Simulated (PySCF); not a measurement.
Species: C5H14OSi.
Geometry (GFN2-xTB, Å), atoms numbered from 1 in this order:
```
atom  x, y, z in Å
C1    -2.0976    1.1149    0.1379
C2    -1.4587   -0.2092    0.5408
C3    -0.0215   -0.3854    0.0115
C4     0.0216   -0.3294   -1.5164
C5     0.5335   -1.7286    0.4945
O6     0.7403    0.6642    0.5564
Si7    2.2793    1.1208    0.4381
H8    -1.4345    1.9375    0.3932
H9    -2.3015    1.1464   -0.9293
H10   -3.0381    1.2502    0.6671
H11   -1.4142   -0.2615    1.6306
H12   -2.0692   -1.0417    0.1864
H13    1.0173   -0.5908   -1.8665
H14   -0.6968   -1.0259   -1.9404
H15   -0.2071    0.6756   -1.8588
H16   -0.0878   -2.5463    0.1390
H17    0.5594   -1.7476    1.5814
H18    1.5461   -1.8663    0.1231
H19    3.2126    0.1029    0.9353
H20    2.6705    1.4367   -0.9406
H21    2.2375    2.3005    1.2887
```

Method used: PBE0/def2-SVPD in PySCF (dipole) on a GFN2-xTB geometry, gas phase.

Masses are those of the commonest isotopes; rigid-rotor values at the optimised geometry. The values belong to one conformer with, in the numbering `[CH3:1][CH2:2][C:3]([CH3:4])([CH3:5])[O:6][SiH3:7]`, C1–C2–C3–C4 -60°, C2–C3–O6–Si7 -179°.

Problem. Give the principal moments of inertia and the rotational constants in cm⁻¹.

Solution. Ia = 175.46, Ib = 342.60, Ic = 398.43 u·Å²; 505379 MHz·u·Å²/I gives 2880, 1475 and 1268 MHz, that is A = 0.09607, B = 0.04921, C = 0.04231 cm⁻¹.

Problem. What kind of rotor is it?

Solution. An asymmetric top; Ray's κ = -0.744.

Problem. Is it planar, by Δ = Ic − Ia − Ib?

Solution. Not planar: Δ = Ic − Ia − Ib = -119.63 u·Å². For a rigid frame Δ = −2 Σ m c², so Σ m c² = 59.82 u·Å² lies off the ab plane: 21.34 from hydrogen and 38.48 from heavier atoms. The atom farthest from that plane is 2.01 Å away.

Problem. Give the other two planar moments, Paa and Pbb, and the rms extents of the mass along the axes.

Solution. Paa = Σ m a² = (Ib + Ic − Ia)/2 = 282.78 and Pbb = Σ m b² = (Ia + Ic − Ib)/2 = 115.65 u·Å². With the mass M = 118.08 u, the rms extents √(P/M) along a, b and c are 1.55, 0.99, 0.71 Å.

Problem. Where do the levels up to J = 5 lie, in K?

Solution. Above 0(0,0), as E/k:
J = 1: 1(0,1) 0.132, 1(1,1) 0.199, 1(1,0) 0.209
J = 2: 2(0,2) 0.394, 2(1,2) 0.453, 2(1,1) 0.482, 2(2,1) 0.685, 2(2,0) 0.686
J = 3: 3(0,3) 0.785, 3(1,3) 0.832, 3(1,2) 0.892, 3(2,2) 1.080, 3(2,1) 1.085, 3(3,1) 1.442, 3(3,0) 1.442
J = 4: 4(0,4) 1.302, 4(1,4) 1.337, 4(1,3) 1.436, 4(2,3) 1.605, 4(2,2) 1.620, 4(3,2) 1.971, 4(3,1) 1.971, 4(4,1) 2.476, 4(4,0) 2.476
J = 5: 5(0,5) 1.943, 5(1,5) 1.967, 5(1,4) 2.114, 5(2,4) 2.262, 5(2,3) 2.294, 5(3,3) 2.632, 5(3,2) 2.634, 5(4,2) 3.136, 5(4,1) 3.136, 5(5,1) 3.786, 5(5,0) 3.786

Problem. Which lines would a microwave search look for?

Solution. The dipole components are |μa| = 0.66 D, |μb| = 0.96 D, |μc| = 0.40 D. The squared components, which scale the intensities, stand as 0.47 : 1.00 : 0.17 (a : b : c). Some of the stronger lines:

```csv
type,branch,"J(Ka,Kc)",MHz,lower level (cm⁻¹)
a,Q,"2(1,1) ← 2(1,2)",620,0.315
a,Q,"5(2,3) ← 5(2,4)",673,1.572
b,Q,"2(1,1) ← 2(0,2)",1840,0.274
b,Q,"5(1,4) ← 5(0,5)",3564,1.350
b,R,"1(1,1) ← 0(0,0)",4149,0.000
b,Q,"2(2,0) ← 2(1,1)",4237,0.335
c,R,"1(1,0) ← 0(0,0)",4355,0.000
b,Q,"4(2,3) ← 4(1,4)",5594,0.929
b,R,"2(2,0) ← 1(1,1)",10137,0.138
b,R,"4(1,4) ← 3(0,3)",11502,0.546
c,R,"4(2,3) ← 3(1,3)",16116,0.578
b,R,"4(4,1) ← 3(3,0)",21536,1.002
b,R,"5(5,1) ← 4(4,0)",27297,1.721
c,R,"5(5,0) ← 4(4,0)",27297,1.721
```

Problem. Estimate the classical rotational partition function at 200 K, 298.15 K and 500 K.

Solution. Point group C1, symmetry number σ = 1; q = (√π/σ)·√((kT/h)³/(ABC)), k/h = 20836.6 MHz/K: 205000 at 200 K, 374000 at 298.15 K, 812000 at 500 K.

Whether it is a minimum is left open (no frequencies). These are rigid-rotor constants of the computed structure; measured ground-state constants (B0) also hold zero-point vibration. A rigid rotor knows nothing of internal rotation, which can split or shift real lines.
